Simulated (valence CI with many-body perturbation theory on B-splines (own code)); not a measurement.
## E1 line list for Ni22+

Computed by relativistic CI+MBPT: four valence electrons over a frozen Dirac-Fock core [He], radial functions for each j: 11 s, 11 p, 9 d, 7 f, 5 g, 2 h, 1 i, with the one-electron correlation potential Σ1, the two-electron term Σ2, the three-electron term Σ3, Breit, model QED; selected CI, second order for the rest (own B-spline code, finite nucleus).

No measured spectrum was set against this ion. As an estimate, levels of excited configurations hold to 0.05 to 0.15 % of their energy, terms of the ground configuration to about 0.5 %. Among the levels kept, up to 270 cm⁻¹ of a level comes from second order outside the variational space, and about a tenth of that is noise between levels of different J, which matters for small intervals.

Lines 201 to 250 of 267 in falling wavelength, among levels below 1283.7 eV, chosen from the strongest by gf and those to the six lowest levels. Wavelengths and rates use the calculated energies, so an error of 600 cm⁻¹ moves a line at 10.31 Å by 0.0062 % and its rate by three times that or more. Electric multipoles are in the length gauge, E1 and E2 with the static RPA response of the core. Weak lines are less certain than strong ones. Lines between different terms over intervals too small for the method are left out, as are lines whose strength nearly cancels. The highest levels of a list are the least certain.

Names give the largest LS component (configuration and term), which can be under half, so a name can repeat, a term be missing and a line seem to break the LS rules; names also repeat where a configuration has a term twice. Letters in brackets count levels of one name in rising energy.

| λ vac (Å) | Upper | Lower | A (s⁻¹) | S (a.u.) with core polarisation | S without |
| --- | --- | --- | --- | --- | --- |
| 10.31 | 2s2 2p 3d 1F°_3 | 2s2 2p2 3P_2 | 3.27e+12 | 1.24e-02 | 1.24e-02 |
| 10.31 | 2s 2p2 3p 3S°_1 | 2s2 2p2 3P_2 | 6.49e+11 | 1.05e-03 | 1.05e-03 |
| 10.31 | 2s2 2p 3d 1P°_1 | 2s2 2p2 3P_2 | 5.67e+11 | 9.19e-04 | 9.19e-04 |
| 10.28 | 2s 2p2 3p 3D°_3 [a] | 2s2 2p2 1D_2 | 7.08e+11 | 2.66e-03 | 2.66e-03 |
| 10.28 | 2s 2p2 3p 3P°_2 [a] | 2s2 2p2 1D_2 | 4.59e+11 | 1.23e-03 | 1.23e-03 |
| 10.28 | 2s 2p2 3p 3P°_1 [a] | 2s2 2p2 1D_2 | 6.76e+11 | 1.09e-03 | 1.09e-03 |
| 10.27 | 2s 2p2 3d 3D_2 | 2s 2p3 5S°_2 | 4.70e+10 | 1.26e-04 | 1.26e-04 |
| 10.26 | 2s 2p2 3d 3D_3 | 2s 2p3 5S°_2 | 2.17e+11 | 8.11e-04 | 8.13e-04 |
| 10.26 | 2s 2p2 3p 3S°_1 | 2s2 2p2 3P_1 | 1.50e+12 | 2.40e-03 | 2.40e-03 |
| 10.25 | 2s 2p2 3p 3D°_1 [c] | 2s2 2p2 1S_0 | 1.22e+11 | 1.94e-04 | 1.94e-04 |
| 10.22 | 2s 2p2 3p 3D°_1 [b] | 2s2 2p2 3P_2 | 2.71e+11 | 4.29e-04 | 4.29e-04 |
| 10.22 | 2s 2p2 3p 3D°_1 [a] | 2s2 2p2 3P_1 | 2.15e+11 | 3.40e-04 | 3.39e-04 |
| 10.21 | 2s 2p2 3p 5D°_1 | 2s2 2p2 3P_0 | 5.30e+11 | 8.36e-04 | 8.34e-04 |
| 10.21 | 2s 2p2 3p 5P°_3 | 2s2 2p2 3P_2 | 1.51e+12 | 5.55e-03 | 5.54e-03 |
| 10.21 | 2s 2p2 3p 5P°_2 | 2s2 2p2 3P_1 | 1.54e+12 | 4.03e-03 | 4.03e-03 |
| 10.20 | 2s2 2p 3d 3P°_1 | 2s2 2p2 3P_0 | 2.50e+11 | 3.93e-04 | 3.92e-04 |
| 10.19 | 2s 2p2 3p 3D°_2 [a] | 2s2 2p2 3P_2 | 3.81e+11 | 9.94e-04 | 9.93e-04 |
| 10.18 | 2s 2p2 3p 1P°_1 | 2s2 2p2 1S_0 | 1.82e+11 | 2.85e-04 | 2.84e-04 |
| 10.17 | 2s 2p2 3p 3D°_1 [b] | 2s2 2p2 3P_1 | 5.01e+12 | 7.80e-03 | 7.79e-03 |
| 10.15 | 2s 2p2 3p 5S°_2 | 2s2 2p2 3P_2 | 5.78e+11 | 1.49e-03 | 1.49e-03 |
| 10.14 | 2s 2p2 3p 3S°_1 | 2s2 2p2 3P_0 | 1.07e+12 | 1.65e-03 | 1.65e-03 |
| 10.14 | 2s 2p2 3p 3F°_2 | 2s2 2p2 1D_2 | 1.66e+12 | 4.28e-03 | 4.28e-03 |
| 10.14 | 2s2 2p 3d 1P°_1 | 2s2 2p2 3P_0 | 5.96e+11 | 9.19e-04 | 9.19e-04 |
| 10.13 | 2s 2p2 3p 3D°_2 [a] | 2s2 2p2 3P_1 | 7.06e+12 | 1.81e-02 | 1.81e-02 |
| 10.12 | 2s 2p2 3p 3D°_1 [d] | 2s2 2p2 1S_0 | 4.69e+11 | 7.21e-04 | 7.20e-04 |
| 10.12 | 2s 2p2 3p 3D°_3 [a] | 2s2 2p2 3P_2 | 6.43e+12 | 2.30e-02 | 2.29e-02 |
| 10.11 | 2s 2p2 3p 3P°_2 [a] | 2s2 2p2 3P_2 | 6.58e+12 | 1.68e-02 | 1.68e-02 |
| 10.11 | 2s 2p2 3p 3P°_1 [a] | 2s2 2p2 3P_2 | 6.46e+12 | 9.89e-03 | 9.87e-03 |
| 10.10 | 2s 2p2 3p 3D°_1 [a] | 2s2 2p2 3P_0 | 5.74e+12 | 8.76e-03 | 8.75e-03 |
| 10.10 | 2s 2p2 3p 3D°_1 [c] | 2s2 2p2 1D_2 | 1.27e+12 | 1.94e-03 | 1.94e-03 |
| 10.10 | 2s 2p2 3p 3P°_0 [a] | 2s2 2p2 3P_1 | 8.21e+12 | 4.17e-03 | 4.16e-03 |
| 10.09 | 2s 2p2 3p 5S°_2 | 2s2 2p2 3P_1 | 2.36e+11 | 5.98e-04 | 5.98e-04 |
| 10.08 | 2s 2p2 3p 1D°_2 | 2s2 2p2 1D_2 | 3.82e+12 | 9.64e-03 | 9.63e-03 |
| 10.06 | 2s 2p2 3p 3P°_2 [a] | 2s2 2p2 3P_1 | 6.26e+11 | 1.57e-03 | 1.57e-03 |
| 10.06 | 2s 2p2 3p 3P°_1 [a] | 2s2 2p2 3P_1 | 8.74e+11 | 1.32e-03 | 1.31e-03 |
| 10.06 | 2s 2p2 3p 3D°_1 [b] | 2s2 2p2 3P_0 | 8.31e+11 | 1.25e-03 | 1.25e-03 |
| 10.06 | 2s 2p2 3p 3D°_2 [b] | 2s2 2p2 1D_2 | 8.80e+11 | 2.21e-03 | 2.21e-03 |
| 10.05 | 2s 2p2 3p 1F°_3 | 2s2 2p2 1D_2 | 8.20e+12 | 2.88e-02 | 2.87e-02 |
| 10.04 | 2s 2p2 3p 1P°_1 | 2s2 2p2 1D_2 | 3.92e+12 | 5.87e-03 | 5.86e-03 |
| 10.03 | 2s 2p2 3p 3D°_3 [b] | 2s2 2p2 1D_2 | 7.32e+11 | 2.56e-03 | 2.55e-03 |
| 10.02 | 2s 2p2 3p 3P°_1 [b] | 2s2 2p2 1D_2 | 1.49e+12 | 2.22e-03 | 2.22e-03 |
| 9.984 | 2s 2p2 3p 3P°_2 [b] | 2s2 2p2 1D_2 | 3.33e+12 | 8.18e-03 | 8.16e-03 |
| 9.981 | 2s 2p2 3p 3D°_1 [d] | 2s2 2p2 1D_2 | 2.39e+12 | 3.51e-03 | 3.51e-03 |
| 9.978 | 2s 2p2 3p 3F°_2 | 2s2 2p2 3P_2 | 1.34e+12 | 3.29e-03 | 3.28e-03 |
| 9.950 | 2s 2p2 3p 3P°_1 [a] | 2s2 2p2 3P_0 | 6.07e+11 | 8.85e-04 | 8.84e-04 |
| 9.939 | 2s 2p2 3p 3D°_1 [c] | 2s2 2p2 3P_2 | 1.80e+12 | 2.61e-03 | 2.61e-03 |
| 9.930 | 2s 2p2 3p 3F°_3 | 2s2 2p2 3P_2 | 8.66e+11 | 2.93e-03 | 2.92e-03 |
| 9.927 | 2s 2p2 3p 3F°_2 | 2s2 2p2 3P_1 | 1.40e+11 | 3.38e-04 | 3.37e-04 |
| 9.915 | 2s 2p2 3p 1D°_2 | 2s2 2p2 3P_2 | 1.96e+12 | 4.72e-03 | 4.71e-03 |
| 9.896 | 2s 2p2 3p 3D°_2 [b] | 2s2 2p2 3P_2 | 2.46e+11 | 5.88e-04 | 5.88e-04 |
